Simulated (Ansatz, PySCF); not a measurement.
Gas-phase reaction in SMILES: F[SiH2][SiH3] -> F[SiH-][SiH3] + H+
Geometries: B3LYP-D3(BJ)/def2-TZVP minima from Ansatz (an electronic-structure program). Frequencies are from Ansatz or PySCF.

Wanted: gas-phase deprotonation energy (enthalpy at 298 K, with B3LYP-D3(BJ) rigid-rotor harmonic-oscillator terms), in eV. Correlated levels leave the core frozen unless marked. No spin-orbit coupling. No relativistic terms. Anions need diffuse functions: aug- sets have them; def2-D sets add few; the other sets have none. Basis-set limits of correlation are two-point, X^-3; Hartree-Fock from the larger set.

CCSD(T)/CBS(aug-cc-pV(T+d)Z,aug-cc-pV(Q+d)Z) (Ansatz) gives 15.73 eV.

Question: Another calculation gave 15.65 eV. Which level was it?
A) LC-wPBE/def2-TZVPD (Ansatz)
B) BLYP/def2-TZVPD (Ansatz)
C) B3LYP/def2-TZVPD (Ansatz)
D) SVWN5/def2-TZVPD (Ansatz)

Answer: C, B3LYP/def2-TZVPD (Ansatz). The others give 15.49 (BLYP), 15.85 (LC-wPBE), 15.06 (SVWN5) eV.
